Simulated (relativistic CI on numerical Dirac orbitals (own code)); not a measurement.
# Hyperfine structure of W¹⁹⁺, mass number 183

Calculated at this level of theory: Dirac-Coulomb-Breit CI, separate exchange-only KLI orbitals for each configuration, model QED, unscaled Slater integrals (own radial code, finite nucleus).

Configuration list (outside the closed core [Ar] 3d10 4d10): 4s2 4p6 4f9, 4s2 4p6 4f8 5s, 4s2 4p6 4f7 5s2, 4s2 4p6 4f8 6s, 4s2 4p5 4f10, 4s 4p6 4f10, 4p6 4f11. Levels of other configurations are missing.

Nuclear spin I = 1/2, μ = 0.11739 μN (tables of Stone and Pyykkö). The electronic factors are computed for point nuclear moments, without core polarisation or the Bohr-Weisskopf and QED corrections.

```tsv
Level	E (eV)	A (MHz)
4s2 4p6 4f9 6H°_15/2	0.0000	381.6
4s2 4p6 4f9 6H°_13/2	1.5477	387.5
4s2 4p6 4f9 6F°_11/2	2.6971	304.6
4s2 4p6 4f9 6H°_9/2	3.0866	452.5
4s2 4p6 4f9 6H°_7/2	3.5296	548
4s2 4p6 4f9 6F°_7/2	3.7203	402.4
4s2 4p6 4f9 6H°_5/2	3.9672	832.9
4s2 4p6 4f9 6F°_5/2	4.2988	373.2
```

Levels with J = 0, under 50 % of one LS term, or S terms without an open s electron are left out. Small factors come from cancelling terms and can be off by tens of per cent or more.

At this charge energies of transitions that change n are usually good to better than 1 %, and those within a shell (Δn = 0) to a few per cent. Terms inside the open d or f shell come out 10 to 20 % too wide with unscaled integrals.

Give the hyperfine levels of 4s2 4p6 4f9 6H°_15/2 relative to its centre of gravity.

With K = F(F + 1) − I(I + 1) − J(J + 1), E = AK/2: F = 7: -1622, F = 8: 1431 MHz.

LS names give the leading component of a level, which can be under half, so a name can repeat, a term be missing and a line seem to break the LS rules.
